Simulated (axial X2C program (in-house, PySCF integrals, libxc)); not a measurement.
VC along the bond: PBE0, 2c

Computed with an in-house relativistic program for diatomic molecules. Two-component (2c) means X2C with spin–orbit coupling and atomic mean-field two-electron Coulomb and Gaunt terms. Basis: V dyall-cv3z [10s10p6d4f2g], C dyall-v3z [7s6p2d1f] (cores contracted in-house); Gaussian nuclei, density fitting, unrestricted open shells. Masses: V 50.944 u, C 12.000 u.

State: Ω = 1/2 (⟨Sz⟩ = -1.50, ⟨Lz⟩ = 2.00 at PBE0). Dipoles are positive if C is the positive end.

Results along the bond:

| R (Å) | μ (D) | HOMO (eV) | LUMO (eV) |
| --- | --- | --- | --- |
| 1.440 | -1.772 | -4.94 | -3.22 |
| 1.506 | -2.172 | -5.06 | -3.08 |
| 1.556 | -2.454 | -5.14 | -2.99 |
| 1.605 | -2.713 | -5.21 | -2.92 |
| 1.655 | -2.941 | -5.28 | -2.86 |
| 1.713 | -3.161 | -5.33 | -2.80 |
| 1.771 | -3.345 | -5.38 | -2.76 |
| 1.845 | -3.539 | -5.41 | -2.72 |
| 1.936 | -3.741 | -5.45 | -2.69 |
| 2.069 | -4.011 | -5.49 | -2.67 |

Density functionals use the spin component along the axis (collinear). Without a current term, density functionals place determinants with orbital angular momentum somewhat too high. The state is one determinant with fixed occupations, lowest in a PBE0 search at one distance only: followed along the bond, the 2c determinant Ω = 3/2 reaches 0.03 eV lower at PBE0, at Re = 1.576 Å, so the state shown is not the lowest. With several unpaired electrons one determinant need not be a pure state. The determinant is spin-polarised beyond a pure state at some levels (its spin-free form has ⟨S²⟩ too high), which makes Re and μ there less reliable.
